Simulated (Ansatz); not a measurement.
Relaxation of CH$_{4}$MgSi$_{2}$ (8 atoms, charge 0, multiplicity 1), to a largest force component of 0.015 eV/Å in at most 40 steps.

Level of theory: RKS PBE-D4/def2-SVP (Ansatz 0.2.0).

```xyz
8
Properties=species:S:1:pos:R:3
Si 3.009 1.678 -0.428
C 1.468 1.448 -1.120
Mg 0.363 0.012 -0.010
Si 0.416 -1.709 1.833
H 4.381 2.048 -0.027
H 0.237 -3.122 1.401
H -0.578 -1.582 2.932
H 1.716 -1.731 2.551
```

Question: Where does it end, and by what steps?

Answer: The run converged. After 14 steps the energy has fallen by 0.369 eV; H5 moved furthest, 1.78 Å.

```
step  energy less start (eV)  largest force component (eV/Å)  accepted
   0                  0.0000                           1.566       yes
   1                 -0.1745                           0.390       yes
   2                 -0.2126                           0.121       yes
   3                 -0.2527                           0.176       yes
   4                 -0.2826                           0.290       yes
   5                 -0.3149                           0.126       yes
   6                 -0.3354                           0.150       yes
   7                 -0.3460                           0.254       yes
   8                 -0.3474                           0.373       yes
   9                 -0.3649                           0.122       yes
  10                 -0.3678                           0.044       yes
  11                 -0.3679                           0.044       yes
  12                 -0.3689                           0.083       yes
  13                 -0.3689                           0.026       yes
  14                 -0.3693                           0.003       yes
```

```xyz
8
Properties=species:S:1:pos:R:3
Si 3.446 2.138 -0.676
C 1.993 1.319 -0.589
Mg 1.223 -0.172 0.595
Si 0.201 -2.041 2.046
H 4.244 3.201 -1.381
H -0.190 -3.264 1.246
H -1.053 -1.606 2.773
H 1.147 -2.535 3.117
```

Run time: 73 s on 1 thread of Arm Neoverse N1, on a shared host, peak memory 0.13 GiB.
